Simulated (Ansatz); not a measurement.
Si4Ge⁻: single points at one geometry.

```yaml
crystal:
  periodic: [false, false, false]
  atoms:
    - {symbol: Si, position_ang: [1.129843, -0.421869, -1.083002]}
    - {symbol: Si, position_ang: [0.020087, 1.482191, 0.655813]}
    - {symbol: Si, position_ang: [-1.189814, -1.035227, 0.374230]}
    - {symbol: Si, position_ang: [-0.971315, 0.611032, -1.288897]}
    - {symbol: Ge, position_ang: [1.011189, -0.636117, 1.341856]}
basis:
  gaussian: {orbitals: 6-31G}
total_charge: -1
magnetization: {spin_polarized: true, initial_magnetization: 1}
hamiltonian: {xc: {name: B3LYP}, dispersion: d4}
scf: {omitted_lower_state_checks: [starts]}
output: {orbitals: {seedname: orbitals}}
```

The file start.molden holds the orbitals of an earlier run on this structure, at another level or in another basis.

```sh
$ ansatz run in.yaml --threads 4 --pin off --events-out ev --progress --plain --max-ram 4787MiB
```

Shortened log:

```
Functional definition: B3LYP
  name "B3LYP"
  cite "Stephens, Devlin, Chabalowski & Frisch, J. Phys. Chem. 98, 11623 (1994) doi:10.1021/j100096a001"
  cite "Becke, Phys. Rev. A 38, 3098 (1988) doi:10.1103/PhysRevA.38.3098"
  cite "Lee, Yang & Parr, Phys. Rev. B 37, 785 (1988) doi:10.1103/PhysRevB.37.785"
  cite "Vosko, Wilk & Nusair, Can. J. Phys. 58, 1200 (1980) doi:10.1139/p80-159"
  parameter a0 = 0.2
  parameter ax = 0.72
  parameter ac = 0.81
  exchange = (1 - a0 - ax)*slater_x + ax*b88_x + a0*exact_x
  correlation = (1 - ac)*vwn_rpa_c + ac*lyp_c
these checks for a lower state are left out or cut short: starts
810 factors; integrals over basis functions are off by at most 1.3e-4 eV
mean field evaluation 1: about -88017.9512 eV, gradient 7.5e0 eV
mean field evaluation 2: about -88018.0995 eV, gradient 6.7e0 eV
mean field evaluation 4: about -88018.2188 eV, gradient 2.4e-1 eV
mean field evaluation 8: about -88018.2617 eV, gradient 2.4e-2 eV
mean field evaluation 16: about -88018.2617 eV, gradient 9.0e-5 eV
mean field -88018.26174994 eV, -3234.6114583898 hartree, gradient 3.5e-5 eV, S^2 0.755154; 0 other end points of the search recorded, 0 dependent functions left out
reference -88018.26198092 eV, -3234.6114668781 hartree; 45, 44 occupied and 36, 37 virtual orbitals, 810 factors
Total energy: -88019.00700907 eV, -3234.6388461576 hartree
Checks for a lower state left out: starts
```

It took 2.4 s on 4 threads of Arm Neoverse V2 on a shared host.

First input, but with `gaussian: {orbitals: STO-3G}`, `hamiltonian: {xc: hf}` (abridged; 0.55 s):

```
Functional definition: HF
mean field -86909.17586276 eV, -3193.8533038012 hartree, gradient 7.1e-6 eV, S^2 0.773542
Total energy: -86909.17586276 eV, -3193.8533038012 hartree
Checks for a lower state left out: starts
```

As the first input, with `gaussian: {orbitals: def2-TZVPD, initial_orbitals: start.molden}`, `hamiltonian: {xc: pbe0, dispersion: d4}` (abridged; 14 s):

```
Functional definition: PBE0
mean field -88010.34341676 eV, -3234.3204650126 hartree, gradient 1.8e-5 eV, S^2 0.761104
Total energy: -88010.71596739 eV, -3234.3341559956 hartree
Checks for a lower state left out: starts
```

As the first input, with `gaussian: {orbitals: def2-TZVPD, initial_orbitals: start.molden}`, `hamiltonian: {xc: {name: r2SCAN0}, dispersion: d4}` (abridged; 25 s):

```
Functional definition: r2SCAN0
mean field -88026.31783094 eV, -3234.9075139059 hartree, gradient 2.7e-5 eV, S^2 0.767649
Total energy: -88026.42361850 eV, -3234.9114015270 hartree
Checks for a lower state left out: starts
```

As the first input, with `gaussian: {orbitals: def2-SVPD, initial_orbitals: start.molden}`, `hamiltonian: {xc: pbe0, dispersion: d4}` (abridged; 5.5 s):

```
Functional definition: PBE0
mean field -87992.59971529 eV, -3233.6683960108 hartree, gradient 2.3e-5 eV, S^2 0.760077
Total energy: -87992.97226619 eV, -3233.6820870038 hartree
Checks for a lower state left out: starts
```

The first input with `gaussian: {orbitals: def2-TZVPD, initial_orbitals: start.molden}`, `correlation: {method: mp2}` and without the key `hamiltonian` (abridged; 12 s):

```
Functional definition: HF
mean field -87922.41056402 eV, -3231.0889922772 hartree, gradient 1.7e-6 eV, S^2 0.800558
29 core orbitals not correlated: weight in the atoms' cores, before any rotation towards them, 1.000 or more for the frozen orbitals, at most 0.000 for the correlated occupied ones
second order -19.80859875 eV of doubles, -0.00000000 eV of singles
Total energy: -87942.21916276 eV, -3231.8169448545 hartree
Checks for a lower state left out: starts
```

Geometry: B3LYP-D4/def2-SVPD.

The 6-31G sets use Cartesian d functions. B3LYP takes the VWN-RPA correlation. Correlated methods freeze 29 core orbitals; core or outer-core shells of Ge are correlated, in sets that lack core-valence functions. At HF/STO-3G the highest occupied level of the charge -1 doublet lies above zero (up to 2.51 eV). In Hartree–Fock with STO-3G the lack of diffuse functions raises the level. The structure comes from a short search, and lower isomers may exist.
